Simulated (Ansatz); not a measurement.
`C[O][Ti]([F])([F])[F]` + `N[SiH2]S` → `[F][Ti]([F])([F])[SH]` + `CO[SiH2]N`  (redistribution)

Calculated with Ansatz (gas phase, PBE0-D4/def2-TZVP geometries, no zero-point term in ΔE). CBS: MP2 limit from def2 TZ/QZ plus the TZ coupled-cluster correction, frozen cores. This one scheme is used for every species. DFT in def2-TZVPP. For Ti outer-core shells are correlated without core-valence functions, which leaves a few kJ/mol of doubt a bond. Scalar relativity is left out up to krypton. Each species was taken in one conformer, which may not be the lowest.

**Question.** Is it downhill or uphill in electronic energy at CCSD(T)/CBS, and by how much? (An estimate is asked.)

**Answer.** Computed: Uphill: ΔE = +13.7 kJ/mol.

**Question.** What do these levels give: PBE-D4, r2SCAN-D4, ωB97X-V, B2PLYP, r2SCAN, PBE0, MP2/def2-TZVPP, CCSD/def2-TZVPP, CCSD(T)/def2-TZVPP, HF/def2-QZVPP, SCS-MP2/def2-QZVPP, CCSD/CBS(def2)? (Best estimate.)

**Answer.** The calculation gave: PBE-D4 17.7, r2SCAN-D4 12.0, ωB97X-V 17.0, B2PLYP 12.7, r2SCAN 12.2, PBE0 17.9, MP2/def2-TZVPP 14.3, CCSD/def2-TZVPP 16.7, CCSD(T)/def2-TZVPP 14.1, HF/def2-QZVPP 15.5, SCS-MP2/def2-QZVPP 13.7, CCSD/CBS(def2) 16.3 kJ/mol.

Largest T1 diagnostic among the species: 0.025, so the coupled-cluster value is less sure than usual.
